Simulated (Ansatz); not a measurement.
Reaction R1 → P1 + P2, each structure at its B3LYP-D3(BJ)/def2-SVP stationary point, reached from a drawn start (curvature not checked).
R1: H12Si5 (SMILES [SiH3][Si]([SiH3])([SiH3])[SiH3]), charge 0, multiplicity 1.
P1, H8Si4 (SMILES [SiH2]=[Si]([SiH3])[SiH3]) (charge 0, multiplicity 1):
```xyz
12

Si    -1.8011    -1.2671     0.3878
Si     0.0056     0.2047     0.2926
Si     2.1649    -0.5165    -0.2142
Si    -0.4614     2.2395    -0.2478
H     -1.8427    -2.1556    -0.8118
H     -1.7084    -2.1325     1.6009
H     -3.0585    -0.4669     0.4544
H      2.7397    -1.2905     0.9258
H      3.0156     0.6826    -0.4677
H      2.1755    -1.3952    -1.4217
H      0.5889     3.2765    -0.4318
H     -1.8185     2.8209    -0.0664
```
P2, SiH4 (SMILES [SiH4]) (charge 0, multiplicity 1):
```xyz
5

Si     0.000     0.000     0.000
H     -0.170     1.232    -0.821
H     -0.749     0.149     1.280
H      1.447    -0.206     0.292
H     -0.527    -1.175    -0.751
```

P less R. No zero-point or thermal terms.

Run with Ansatz (Gaussian orbitals). Each number belongs to the level named beside it.

Task: One of these levels gives 45.62 kcal/mol for the reaction energy. Which one is it?
A. HF/cc-pV(D+d)Z
B. BLYP/def2-TZVPP
C. B3LYP/def2-TZVPP

Result: A, HF/cc-pV(D+d)Z. The others give 36.65 (BLYP/def2-TZVPP), 40.89 (B3LYP/def2-TZVPP)

Ansatz is a quantum-chemistry and plane-wave program.
